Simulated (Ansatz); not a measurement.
ZrAl6⁺, relaxed as a doublet with UKS B3LYP-D4/def2-SVP in Ansatz, starting from the GFN2-xTB geometry. Force threshold 0.02 eV/Å.

In the def2 sets Zr takes a core potential; there is no spin–orbit coupling. The structure comes from a short search, and lower isomers may exist.

Start:

```xyz
7

Zr    1.1920   -1.7479   -1.5418
Al    1.2693    0.5903    0.3808
Al    0.4185   -1.7740    1.2882
Al   -1.3043   -0.5365   -0.3343
Al    0.1430    0.9501   -2.0166
Al   -0.7764    0.4223    2.1263
Al   -0.9422    2.0958    0.0974
```

Estimate the energy that the relaxation releases and the steps that it takes.

27.4 kcal/mol, in 8 steps; 72 s on 4 threads of Arm Neoverse V2 on a shared host. No frequencies were taken in this run, so the end may be a saddle point.

Does the start keep its bonding and symmetry?

By distances, no bond broke or formed. The bond that changes most is Zr1–Al2, from 3.03 to 2.69 Å (atoms count from 1). Point group C2v at the start, C2v at the end, both within 0.05 Å.

Predict the relaxed structure.


```xyz
7

Zr    0.981   -1.438   -1.269
Al    1.520    0.614    0.380
Al    0.427   -1.821    1.334
Al   -1.466   -0.692   -0.449
Al    0.142    0.988   -2.070
Al   -0.721    0.376    2.005
Al   -0.882    1.975    0.068
```
Bond lengths (bridged metal pairs left out): 11 × Al–Al 2.52 to 2.84 Å; 4 × Al–Zr 2.69 Å.
